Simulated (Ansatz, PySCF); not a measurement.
Gas-phase reaction (SMILES): NB(Br)Br + [H][H] (H2) → BrBBr + N (NH3); hydrogen cleaves one B-N bond, a model of a ligand-exchange step.

Structures are relaxed separately at B3LYP-D3(BJ)/def2-TZVP in Ansatz (a program for electronic structure), one conformer each, not searched for the lowest. Correlated levels leave the core frozen unless marked. Spin-orbit coupling is left out. The frozen core is the preceding noble-gas configuration, with the filled d and f shells of earlier blocks. No relativistic terms. CBS marks a two-point X^-3 extrapolation of the correlation energy; Hartree-Fock from the larger set. Thermal terms are rigid-rotor harmonic-oscillator values from B3LYP-D3(BJ) frequencies (Ansatz or PySCF) at 298.15 K and 1 atm. 1 Eh = 627.5095 kcal/mol.

```csv
species,"E, CCSD(T)/CBS(aug-cc-pVTZ,aug-cc-pVQZ) (Ansatz) (Eh)","E, PBE/def2-TZVPD (Ansatz) (Eh)",H - E (Eh)
NB(Br)Br,-5226.18682,-5228.39651,0.03873
[H][H] (H2),-1.17444,-1.16589,0.01336
BrBBr,-5170.81651,-5173.01350,0.01851
N (NH3),-56.50411,-56.51037,0.03799
```

Task: Work out ΔE and ΔH at 298.15 K at the first level, then ΔH at the second.

Result: 
1. ΔE = [(-5170.81651) + (-56.50411)] - [(-5226.18682) + (-1.17444)] = 0.04064 Eh = 25.5 kcal/mol at CCSD(T)/CBS(aug-cc-pVTZ,aug-cc-pVQZ).
2. The terms H - E add up to 0.00441 Eh, so ΔH = (0.04064 + (0.00441))×627.5095 = 28.3 kcal/mol.
3. At PBE/def2-TZVPD the same steps give ΔE = 24.2 and ΔH = 26.9 kcal/mol, a shift of -1.4 from the first level.
4. These values are not checked against measurement here, since the tables used lack a sound gas-phase enthalpy of formation for at least one species.
